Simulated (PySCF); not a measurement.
Predicted microwave data (PySCF 2.14.0, PBE0-D3(BJ)/def2-SVP geometry optimisation, gas phase) for one isomer of C3H7NSSi:

* Rotational constants: A = 6622, B = 891.5, C = 884.6 MHz
* Dipole components: |μa| = 2.82 D, |μb| = 0.05 D, |μc| = 0.08 D
* Inertial defect: -71.93 u·Å²
* κ: -1.00

Question: Which structure is it? (One computed conformer of each.)
A. `[CH2:1]=[N:2]/[CH:3]=[CH:4]\[S:5][SiH3:6]` with C1–N2–C3–C4 180°, C3–C4–S5–Si6 -1°
B. `[CH3:1][S:2][Si@H:3]([CH3:4])[C:5]#[N:6]` with C1–S2–Si3–C4 176°
C. `[CH2:1]=[CH:2]/[CH:3]=[N:4]\[SiH2:5][SH:6]` with C1–C2–C3–N4 179°, C3–N4–Si5–S6 119°, N4–Si5–S6–H 50°

Answer: C. It is C=C/C=N\[SiH2]S, a near-prolate asymmetric top, point group C1. The candidates at the same level (rigid rotor, commonest isotopes):

```
         SMILES  A (MHz)  B (MHz)  C (MHz)  μa (D)  μb (D)  μc (D)  Δ (u·Å²)  point group                        rotor
C=N/C=C\S[SiH3]     3303     2020     1273    3.30    1.00    0.00     -6.34           Cs               asymmetric top
C=C/C=N\[SiH2]S     6622    891.5    884.6    2.82    0.05    0.08    -71.93           C1  near-prolate asymmetric top
 CS[Si@H](C)C#N     2617     1872     1206    1.46    2.18    1.27    -43.83           C1               asymmetric top
```

`CS[Si@H](C)C#N` has B 110 % too high; `C=N/C=C\S[SiH3]` has B 127 % too high. No structure here is proved a minimum.
